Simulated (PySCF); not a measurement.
m-toluidine, C₇H₉N.
Atom-mapped SMILES: `[CH3:1][c:2]1[cH:3][cH:4][cH:5][c:6]([NH2:7])[cH:8]1` (hydrogens: H9, H10, H11 on C1; H12 on C3; H13 on C4; H14 on C5; H15, H16 on N7; H17 on C8)

The same species was optimised twice, with GFN2-xTB and with PBE0-D3(BJ)/def2-SVP (PySCF), and the same property calculations (PySCF, gas phase) were run on both structures.

```
  coordinate  GFN2-xTB  PBE0-D3(BJ)/def2-SVP  change
   C2–C8 (Å)     1.385                 1.396  +0.011
   C5–C6 (Å)     1.394                 1.405  +0.011
   C6–C8 (Å)     1.394                 1.404  +0.010
   C2–C3 (Å)     1.390                 1.400  +0.010
   C3–C4 (Å)     1.384                 1.393  +0.009
   C4–C5 (Å)     1.381                 1.390  +0.009
   C1–C2 (Å)     1.500                 1.502  +0.002
   C6–N7 (Å)     1.383                 1.381  -0.002
C5–C6–C8 (°)     118.8                 118.3    -0.5
C2–C8–C6 (°)     121.3                 121.8    +0.5
C3–C4–C5 (°)     120.6                 121.0    +0.4
C2–C3–C4 (°)     120.1                 119.8    -0.3
C5–C6–N7 (°)     120.6                 120.9    +0.3
N7–C6–C8 (°)     120.5                 120.7    +0.2
C1–C2–C3 (°)     120.6                 120.8    +0.2
C3–C2–C8 (°)     119.1                 119.0    -0.1
```

Rotational constants: A = 3688, B = 1818, C = 1228 MHz (GFN2-xTB) against A = 3642, B = 1795, C = 1213 MHz (PBE0-D3(BJ)/def2-SVP).

On the GFN2-xTB structure: HOMO (eV) -5.79 [PBE0/pcSseg-1]; LUMO (eV) 0.12 [PBE0/pcSseg-1]; dipole (D) 1.59 [PBE0/pcSseg-1]; GIAO shielding of C1 (ppm) 162.7 [PBE0/pcSseg-1]; GIAO shielding of C2 (ppm) 42.3 [PBE0/pcSseg-1]; GIAO shielding of C3 (ppm) 64.5 [PBE0/pcSseg-1]; GIAO shielding of C4 (ppm) 51.8 [PBE0/pcSseg-1]; GIAO shielding of C5 (ppm) 72.9 [PBE0/pcSseg-1]; GIAO shielding of C6 (ppm) 34.5 [PBE0/pcSseg-1]; GIAO shielding of N7 (ppm) 191.5 [PBE0/pcSseg-1]; GIAO shielding of C8 (ppm) 69.9 [PBE0/pcSseg-1].

Q: What do these properties become on the PBE0-D3(BJ)/def2-SVP structure?

A: 
```json
{"property": "HOMO (eV)", "level": "PBE0/pcSseg-1", "on GFN2-xTB": "-5.79", "on PBE0-D3(BJ)/def2-SVP": "-5.79", "change": "0.00"}
{"property": "LUMO (eV)", "level": "PBE0/pcSseg-1", "on GFN2-xTB": "0.12", "on PBE0-D3(BJ)/def2-SVP": "0.06", "change": "-0.06"}
{"property": "dipole (D)", "level": "PBE0/pcSseg-1", "on GFN2-xTB": "1.59", "on PBE0-D3(BJ)/def2-SVP": "1.64", "change": "+0.05"}
{"property": "energy, GFN2-xTB geometry as zero (kcal/mol)", "level": "PBE0/pcSseg-1", "on GFN2-xTB": "0.0", "on PBE0-D3(BJ)/def2-SVP": "-0.3", "change": "-0.3"}
{"property": "GIAO shielding of C1 (ppm)", "level": "PBE0/pcSseg-1", "on GFN2-xTB": "162.7", "on PBE0-D3(BJ)/def2-SVP": "160.9", "change": "-1.8"}
{"property": "GIAO shielding of C2 (ppm)", "level": "PBE0/pcSseg-1", "on GFN2-xTB": "42.3", "on PBE0-D3(BJ)/def2-SVP": "40.3", "change": "-2.0"}
{"property": "GIAO shielding of C3 (ppm)", "level": "PBE0/pcSseg-1", "on GFN2-xTB": "64.5", "on PBE0-D3(BJ)/def2-SVP": "62.0", "change": "-2.5"}
{"property": "GIAO shielding of C4 (ppm)", "level": "PBE0/pcSseg-1", "on GFN2-xTB": "51.8", "on PBE0-D3(BJ)/def2-SVP": "49.4", "change": "-2.4"}
{"property": "GIAO shielding of C5 (ppm)", "level": "PBE0/pcSseg-1", "on GFN2-xTB": "72.9", "on PBE0-D3(BJ)/def2-SVP": "70.4", "change": "-2.5"}
{"property": "GIAO shielding of C6 (ppm)", "level": "PBE0/pcSseg-1", "on GFN2-xTB": "34.5", "on PBE0-D3(BJ)/def2-SVP": "32.9", "change": "-1.6"}
{"property": "GIAO shielding of N7 (ppm)", "level": "PBE0/pcSseg-1", "on GFN2-xTB": "191.5", "on PBE0-D3(BJ)/def2-SVP": "190.3", "change": "-1.2"}
{"property": "GIAO shielding of C8 (ppm)", "level": "PBE0/pcSseg-1", "on GFN2-xTB": "69.9", "on PBE0-D3(BJ)/def2-SVP": "67.2", "change": "-2.7"}
```

The heavy atoms differ by 0.014 Å rms after alignment. Among bonds between heavy atoms C2–C3, C2–C8, C5–C6 and C6–C8 change most and about equally (+0.010 to +0.011 Å). Changes are differences of the printed values. Neither structure is proved a minimum here.

Shape of the structure used: `[CH3:1][c:2]1[cH:3][cH:4][cH:5][c:6]([NH2:7])[cH:8]1`: H–N7–C6–C5 -23°, H–N7–C6–C5 -160°.
